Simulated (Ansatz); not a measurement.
C$_{2}$H$_{4}$NO (SMILES CC([NH])=O), doublet, at a GFN2-xTB geometry; B3LYP/def2-TZVPP (Ansatz, a program for electronic structure).

Here is a job for Ansatz.
Ansatz 0.2 input:
```yaml
crystal:
  periodic: [false, false, false]
  atoms:
    - {symbol: O, position_ang: [0.52038037, 1.10899932, 0.47787017]}
    - {symbol: C, position_ang: [0.07362476, 0.04155692, 0.01629218]}
    - {symbol: N, position_ang: [0.97908963, -0.79537771, -0.38307541]}
    - {symbol: C, position_ang: [-1.37266602, -0.31112209, -0.09746586]}
    - {symbol: H, position_ang: [-1.87439289, 0.42856119, -0.71790388]}
    - {symbol: H, position_ang: [-1.47291315, -1.29927869, -0.53410739]}
    - {symbol: H, position_ang: [-1.82638734, -0.28731230, 0.89115672]}
    - {symbol: H, position_ang: [1.95127056, -0.52892976, -0.29353686]}
basis:
  gaussian:
    orbitals: def2-TZVPP
hamiltonian:
  xc: b3lyp
magnetization: {spin_polarized: true, initial_magnetization: 1}
```

Question: What does Ansatz print? Leave out banner, timings and long lists.

Answer: 
```
Functional definition: B3LYP
902 factors; their error is unknown
mean field evaluation 1: about -5669.4550 eV, gradient 4.3e1 eV
mean field evaluation 2: about -5665.4636 eV, gradient 5.0e1 eV
mean field evaluation 4: about -5676.7987 eV, gradient 2.8e0 eV
mean field evaluation 8: about -5676.8271 eV, gradient 3.4e-1 eV
mean field evaluation 16: about -5676.8275 eV, gradient 1.5e-3 eV
mean field evaluation 32: about -5676.6023 eV, gradient 4.4e0 eV
mean field -5676.82747262 eV, -208.6195617268 hartree, gradient 3.6e-6 eV, S^2 0.756336; 1 other end points of the search recorded, 0 dependent functions left out
reference -5676.82769340 eV, -208.6195698405 hartree; 16, 15 occupied and 164, 165 virtual orbitals, 902 factors
Total energy: -5676.82769340 eV, -208.6195698405 hartree
```
